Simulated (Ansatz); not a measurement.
Cl2H2NOV (`[NH2][V](=[O])([Cl])[Cl]`), relaxed with RKS PBE-D4/def2-SVP in the Gaussian-basis code of Ansatz from a rough embedded geometry. The force threshold is 0.03 eV/Å; the program also tests the step.

Total charge 0; spin multiplicity 1.

Start:

```xyz
7

N     0.301    0.637   -1.202
V    -0.143   -0.568    0.354
O    -1.097   -1.881   -0.243
Cl    1.735   -1.425    1.314
Cl   -1.349    0.613    1.987
H     1.082    1.345   -0.834
H    -0.528    1.279   -1.376
```

| step | energy (eV) | largest force (eV/Å) | largest move (Å) |
| --- | --- | --- | --- |
| 1 | -54273.0472 | 4.096 | 0.000 |
| 2 | -54274.2968 | 2.423 | 0.195 |
| 3 | -54274.5919 | 1.636 | 0.195 |
| 4 | -54274.7532 | 0.953 | 0.195 |
| 5 | -54274.7986 | 0.988 | 0.200 |
| 6 | -54274.8519 | 0.444 | 0.200 |
| 7 | -54274.8631 | 0.344 | 0.111 |
| 8 | -54274.8695 | 0.024 | 0.036 |

End:

```xyz
7

N     0.188    0.722   -0.853
V    -0.179   -0.491    0.435
O    -1.129   -1.518   -0.256
Cl    1.665   -1.452    1.072
Cl   -1.184    0.499    2.090
H     0.801    1.528   -0.673
H    -0.163    0.713   -1.815
```

Run time 7 s (4 threads of a server CPU on a shared host); peak host memory 0.2 GiB.
